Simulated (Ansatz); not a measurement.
Total energies of the cluster Zr2S2⁺ from Ansatz at PBE0-D4/def2-TZVP, gas phase (1 Eh = 27.2114 eV = 2625.5 kJ/mol). The reference geometry is relaxed at B3LYP-D4/def2-SVP.

```xyz
4

Zr   -1.348   -0.037    0.328
Zr    0.930    0.170   -1.017
S     0.179   -1.858    0.018
S     0.239    1.726    0.671
```

```csv
state,geometry,energy (Eh)
charge 1 doublet,reference,-890.09669
charge 0 singlet,reference,-890.30935
charge 1 quartet,relaxed at B3LYP-D4/def2-SVP,-890.08305
```

In the def2 sets Zr takes a core potential; there is no spin–orbit coupling.

(1) Work out the vertical electron affinity, to the singlet.

(2) Which of the charge 1 states is lowest, and how far above it are the others?

(1) E(charge 1 doublet) − E(charge 0 singlet) = -890.09669 − (-890.30935) = 0.21266 Eh = 5.79 eV.

(2) The doublet. quartet: -890.08305 − (-890.09669) = 0.01364 Eh = 35.8 kJ/mol.

A triplet lies near this restricted singlet, and broken spin symmetry wasn't tried. 

The structure comes from a short search, and lower isomers may exist.
